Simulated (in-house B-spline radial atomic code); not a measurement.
Values are calculated unless marked as measured or tabulated.
# K in an electron gas of r_s = 1.5: phase shifts, screening and friction

A nucleus sits in a uniform electron gas with a rigid positive background. The Kohn-Sham equations are solved self-consistently in the spin-unpolarised LDA (PW92), non-relativistic, on B-splines with outgoing waves at the boundary and partial waves to l = 8. The model has no lattice, no bands and no magnetic solution. Atomic units; δ_l are the phase shifts at the Fermi level, counted so that each bound state adds π, and good to about 0.0005.

The density parameter is r_s = 1.5 bohr.

```
l  δ_l (rad)
0     7.5712
1     5.1911
2     1.1345
3     0.0993
4     0.0247
5     0.0068
6     0.0018
7     0.0006
8     0.0001
```

Bound levels below the band bottom (hartree): s -127.5, s -11.97, p -9.412, s -0.5907, p -0.06451.

Check the Friedel sum rule, and say where the screening charge sits.

k_F = (9π/4)^(1/3)/r_s = 1.27944. The rule is Z = (2/π) Σ (2l + 1) δ_l. The terms are s 4.820, p 9.914, d 3.611, f 0.443 and 0.211 beyond, in all 18.999 against Z = 19. Bound states hold 6 s, 12 p, 0 d electrons, so the scattering states carry 1.00 in all; where a term is smaller than its bound count, the bound level has drawn weight out of the band.

Find the transport cross section and the electronic stopping of a 1 keV K ion (mass 39.1 u).

σ_tr = (4π/k_F²) Σ (l + 1) sin²(δ_l − δ_(l+1)). The terms for l = 0 to 3 are 0.4761, 1.2563, 2.2186, 0.0222, all together 3.9750, so σ_tr = 7.677 × 3.9750 = 30.515 bohr². With n = 3/(4π r_s³) = 0.07074, the friction coefficient is Q = n k_F σ_tr = 2.7616. For v well below v_F = 1.279, dE/dx = Q v; with 24801 eV per u at v = 1, v = √(1000/(24801 × 39.1)) = 0.0321, so dE/dx = 0.08868 hartree/bohr = 45.6 eV/nm. The largest term couples the d and f waves.
